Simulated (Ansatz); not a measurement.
Molecule: sum formula SiOF3, charge -1, multiplicity 1. It need not be the lowest isomer of its formula. Whether it binds its extra electron was not tested at this geometry. SMILES: [Si](F)(F)(F)[O-]
Geometry from a B3LYP-D3(BJ)/def2-TZVP (Ansatz, an electronic-structure program) optimisation:
```
Si
O 1 1.5342
F 1 1.6279 2 117.51
F 1 1.6279 2 117.51 3 -120.00
F 1 1.6279 2 117.51 3 120.00
```
Charge -1, spin multiplicity 1.

Parts of the frozen-core correlation energy in 6-31G (Ansatz, hartree). Frozen orbitals: 9; correlated occupied orbitals by spin: 16 and 16; virtual: 24 and 24. Spin-orbit coupling is left out. Non-relativistic.

| term | value |
|---|---|
| reference (HF) | -662.18834 |
| MP2 opposite-spin | -0.39738 |
| MP2 same-spin | -0.15100 |
| CCSD correlation | -0.54206 |
| (T) | -0.00836 |
| T1 diagnostic | 0.013 |
| largest doubles amplitude | 0.034 |
